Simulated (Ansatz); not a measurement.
BMe3 (C₃H₉B). Total charge 0; triplet. Geometry r2SCAN-D4/def2-SVP, that of the neutral singlet; atoms count from 1.

```csv
atom,x (Å),y (Å),z (Å)
B1,0.002,-0.003,0.000
C2,-1.065,-0.823,-0.819
H3,-2.079,-0.462,-0.561
H4,-1.057,-1.879,-0.490
H5,-0.955,-0.796,-1.914
C6,-0.058,0.017,1.574
H7,-0.147,1.062,1.925
H8,0.908,-0.331,1.987
H9,-0.867,-0.574,2.032
C10,1.125,0.803,-0.756
H11,1.829,1.360,-0.117
H12,0.659,1.512,-1.465
H13,1.705,0.113,-1.397
```

At PBE0-D4/def2-TZVP a singlet of charge 0 lies 5.88 eV below the triplet at the same geometry.

**Question.** Estimate the Mulliken populations from the PBE0/def2-TZVP orbitals of Ansatz.

**Answer.** 
| atom | charge (e) | spin (α − β) |
| --- | --- | --- |
| B1 | -0.08 | 1.13 |
| C2 | -0.44 | 0.07 |
| H3 | 0.13 | 0.03 |
| H4 | 0.13 | 0.03 |
| H5 | 0.15 | 0.05 |
| C6 | -0.37 | 0.41 |
| H7 | 0.16 | 0.04 |
| H8 | 0.17 | 0.04 |
| H9 | 0.16 | 0.00 |
| C10 | -0.43 | 0.07 |
| H11 | 0.12 | 0.01 |
| H12 | 0.14 | 0.06 |
| H13 | 0.14 | 0.05 |
Mulliken values depend strongly on the basis.

**Question.** Where does the spin sit?

**Answer.** Summed by element: B 1.13, C 0.56, H 0.31, of 2 unpaired in all. Largest on single atoms: B1 1.13, C6 0.41, C10 0.07.

**Question.** And the Mayer bond orders between heavy atoms (over 0.3)?

**Answer.** B1–C2 0.97 (1.58 Å); B1–C6 0.78 (1.58 Å); B1–C10 1.01 (1.58 Å).
